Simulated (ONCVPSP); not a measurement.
## Before and after: ONCV potential for gadolinium (Gd)

Gd (Z = 64), optimised norm-conserving Vanderbilt (ONCV), made with ONCVPSP 4.0.1 (LDA (Perdew-Wang 92), scalar-relativistic). Core [Kr] 4d10, reference 4f7 5s2 5p6 5d1 6s1 6p1. Waves: 5s+6s: rc 2.20 bohr, ncon 4, nbas 7, qcut 4.2 1/bohr, 2 projectors; 5p+6p: rc 2.25 bohr, ncon 5, nbas 8, qcut 5.8 1/bohr, 2 projectors; 5d: rc 3.00 bohr, ncon 3, nbas 7, qcut 6.2 1/bohr, 2 projectors, debl 1.1 Ha; 4f: rc 0.80 bohr, ncon 3, nbas 7, qcut 18.8 1/bohr, 2 projectors, debl 1.9 Ha. Local part: polynomial inside 0.80 bohr (lpopt 5, dvloc0 2 Ha). Core correction: Teter function, fcfact 2.75, rcfact 1.45.

Change: d: rc 2.88.

Cutoffs: the cutoffs (Ha) at which the residual kinetic energy of the hardest occupied pseudo-wave falls to 1 and 0.1 mHa per electron; they do not see the model core or the augmentation charge, which bear on the density cutoff. Errors are all-electron minus pseudo energies relative to the spin-unpolarised reference configuration.

How do hardness, ghosts and transferability respond?

The potential gets neither clearly harder nor softer (158 Ha and 176 Ha → 158 Ha and 176 Ha); both files keep a bound ghost (p, s); of the 4 tests that both files solve, the error grows in 1 and shrinks in 0 by more than 15 % and 0.3 meV (median size 3.2 → 3.2 meV).

```tsv
quantity	base	changed
cutoff, loose	158 Ha	158 Ha
cutoff, tight	176 Ha	176 Ha
loose cutoff by channel	s 7.5 Ha, p 12 Ha, d 8.3 Ha, f 158 Ha	s 7.5 Ha, p 12 Ha, d 8.5 Ha, f 158 Ha
bound ghosts	s, p	s, p
GHOST(+) flags under 300 eV	d at 159.6 eV	d at 136.2 eV
error for 4f7 5s2 5p6 5d1 6s2 6p0, meV [ΔE -2.96 eV]	+0.1	+0.1
error for 4f7 5s2 5p6 5d1 6s1 6p0, meV [ΔE 3.89 eV]	-1.2	-1.2
error for 4f7 5s2 5p6 5d1 6s0 6p0, meV [ΔE 16.26 eV]	-5.1	-5.1
error for 4f6 5s2 5p6 5d1 6s2 6p0, meV [ΔE 13.52 eV]	+5.8	+8.0
s: phases at 2.23 bohr within 0.05 rad from the reference energy up to (Ha; the scan ends near 5)	3.7	3.7
p: phases at 2.29 bohr within 0.05 rad from the reference energy up to (Ha; the scan ends near 5)	to the end of the scan	to the end of the scan
f: phases at 0.81 bohr within 0.05 rad from the reference energy up to (Ha; the scan ends near 5)	to the end of the scan	to the end of the scan
rms error of d²Exc/dni dnj with the model core, mHa	3.48	3.48
```

 A true bound ghost makes a file unfit for plane-wave use even where its test errors are small: the radial tests pick states by their node count and pass the ghost by.
